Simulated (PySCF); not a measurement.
## Excitation energy of He by level of theory

He 1s2 (1S) → He 1s1 2s1 (3S), as a difference of total energies. All numbers are calculated (PySCF 2.14, no relativity, point nucleus, in aug-cc-pVQZ with one added diffuse shell each of s, p, d, f type (6s5p4d3f, 62 functions)). Correlated levels: valence: nothing frozen. The calculations carry no spin-orbit coupling.

```csv
method,excitation energy (eV)
UHF,18.713
MP2 (valence),19.665
SCS-MP2 (valence),19.873
CCSD (valence),19.803
```

Errors of the correlated levels include the incompleteness of this basis.

With two correlated electrons CCSD is exact in that space.

Problem. Which method comes closest to the reference value, and which is furthest?

Solution. The reference is 19.820 eV (measured; NIST levels). Closest: CCSD (valence) (error -0.017 eV); furthest: UHF (error -1.107 eV).
